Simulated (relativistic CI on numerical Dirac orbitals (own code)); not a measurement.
# Ni³⁺ in a cubic cluster: 3s photoemission with charge transfer

Computed with a charge-transfer multiplet model of a cubic metal-ligand cluster with up to 3 ligand holes, Slater and spin-orbit integrals from Dirac-Coulomb-Breit ions, Slater integrals scaled by 0.7. The ground state mixes d7 with configurations of k ligand holes L, whose averages lie at kΔ + k(k − 1)U_dd/2; a core hole lowers each added d electron by U_cd. 20 K, Lorentzian 1.4 eV and Gaussian 0.8 eV FWHM.

Atomic integrals in eV (Slater integrals scaled, ζ unscaled), ground: F2dd 9.255, F4dd 5.778, zeta_d 0.089; with the core hole: F2dd 9.965, F4dd 6.254, zeta_d 0.100, G2cd 9.837.

Cluster parameters (eV): Δ = 0, U_dd = 6.3, U_cd = 7.7, 10Dq = 1.45, 10Dq(ligand) = 0.5, final-state hopping factor = 1.

Weights, n_d and S are thermal averages at 20 K. Binding energies count from the first peak over 30 % of the highest in each spectrum, which can be another peak from case to case. The parameters are a model scan and need not match a compound or its usual spin state. Peaks in eV (height, largest 100): 0.0 (100), 8.5 (35), 15.8 (7).

**Question.** Which parameters give this spectrum?
A. V(eg) = 2.75 eV, V(t2g) = -1.22 eV
B. V(eg) = 1.25 eV, V(t2g) = -0.55 eV
C. V(eg) = 2.15 eV, V(t2g) = -0.95 eV
D. V(eg) = 1.55 eV, V(t2g) = -0.68 eV
E. V(eg) = 2.45 eV, V(t2g) = -1.08 eV

**Answer.** A. V(eg) = 2.75 eV, V(t2g) = -1.22 eV; the ground state then has 7.77 d electrons and S = 0.51. The choice follows from running the model for each set and comparing peak positions and heights. Without intra-shell correlation the exchange splitting of the 3s hole comes out too large.
